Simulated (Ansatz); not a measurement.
Cartesian coordinates (Å):
```xyz
7

N      2.7203     0.1851     0.3819
C      1.6889    -0.2050     0.0374
O      0.5601    -0.6649    -0.3602
Si    -0.9556     0.0482    -0.0635
H     -1.1599     0.1088     1.3949
H     -0.9583     1.3941    -0.6642
H     -1.8956    -0.8663    -0.7264
```
Charge 0, multiplicity 1.

Computed with frozen-core CCSD(T)/cc-pVTZ // B3LYP-D3(BJ)/def2-TZVP (Ansatz, a program for electronic structure).

```yaml
HF energy: -457.94195 Ha
MP2 correlation energy: -0.69190 Ha
```

Task: Estimate the CCSD correlation energy, the (T) correction, the total energy and the T1 diagnostic.

Result: 
```
Property                        Result
-----------------------  -------------
CCSD correlation energy    -0.71041 Ha
(T) correction             -0.03150 Ha
CCSD(T) total energy     -458.68386 Ha
T1 diagnostic                    0.014
```
